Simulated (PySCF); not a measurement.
Species: C5H3N3S.
Cartesian coordinates in Å at the GFN2-xTB level; atoms count from 1:
```xyz
12
C5H3N3S angstrom
N     -3.9705   -0.5521   -0.6320
C     -2.8717   -0.6379   -0.3117
C     -1.5296   -0.7489    0.0824
C     -0.6228    0.2069   -0.1727
C      0.7559    0.1060    0.2256
C      1.7635    1.0798   -0.0136
N      2.9351    0.7355    0.4559
S      2.8112   -0.7237    1.1611
N      1.2424   -0.9435    0.8781
H     -1.2489   -1.6514    0.6088
H     -0.9022    1.1090   -0.7003
H      1.6387    2.0196   -0.5193
```

Definitions: NICS(0) = −σiso at the ring centroid; NICS(1) = −σiso and NICS(1)zz = −σzz at ±1 Å along the ring normal z. Level: GIAO PBE0/pcSseg-1 (PySCF, non-relativistic, gas phase) on the GFN2-xTB geometry, one conformer.

Ring bond lengths (Å), with Mayer bond orders in brackets: C5–C6 1.422 (1.19), C6–N7 1.308 (1.57), N7–S8 1.625 (1.23), S8–N9 1.609 (1.25), N9–C5 1.328 (1.55).

Question: What do the NICS probes read (ppm)?

Answer: 
```tsv
ring	type	NICS(0)	NICS(1), two faces	NICS(1)zz, two faces	rms pucker (Å)	centre to ring atoms, mean (Å)
C5–C6–N7–S8–N9	5-membered ring with 2 N and S; formal bonds all aromatic	-13.3	-12.8 / -12.8	-32.2 / -32.2	0.00	1.24
```

Question: What can be read from them?

Answer: 
- C5–C6–N7–S8–N9: mean NICS(1)zz -32.2 ppm, shielded, aromatic by this magnetic criterion (flat ring, no four-coordinate atom).

Question: What is the mean of the two in-plane components of NICS at the second NICS(1) probe listed for ring C5–C6–N7–S8–N9, 1 Å off the ring?

Answer: The isotropic value is a third of the trace: (3 × -12.8 − (-32.2))/2 = -3.1 ppm.

Question: Give the inner angles of the rings and the Hirshfeld charges of the ring atoms.

Answer: 
- C5–C6–N7–S8–N9: C5 111.4° (+0.037 e), C6 113.2° (+0.005 e), N7 108.9° (-0.185 e), S8 96.9° (+0.279 e), N9 109.6° (-0.176 e); sum 540.0° against 540° for a flat convex ring.

Question: What are the shieldings of the ring atoms and their hydrogens in the same run (means over atoms taken as equivalent)?

Answer: 
```csv
atoms,environment,σ isotropic (ppm),"principal values of the symmetric part, first atom (ppm)"
C5,substituted aromatic carbon,25.8,"-34.7, 2.5, 109.4"
C6,aromatic CH next to a ring nitrogen,32.4,"-45.3, 22.6, 119.8"
N7,pyridine-type nitrogen,-141.0,"-420.7, -204.2, 202.0"
S8,ring sulfur,-29.7,"-197.8, 45.2, 63.4"
N9,pyridine-type nitrogen,-119.8,"-397.6, -178.2, 216.5"
H12,aromatic hydrogen,23.11,"20.3, 23.4, 25.6"
```
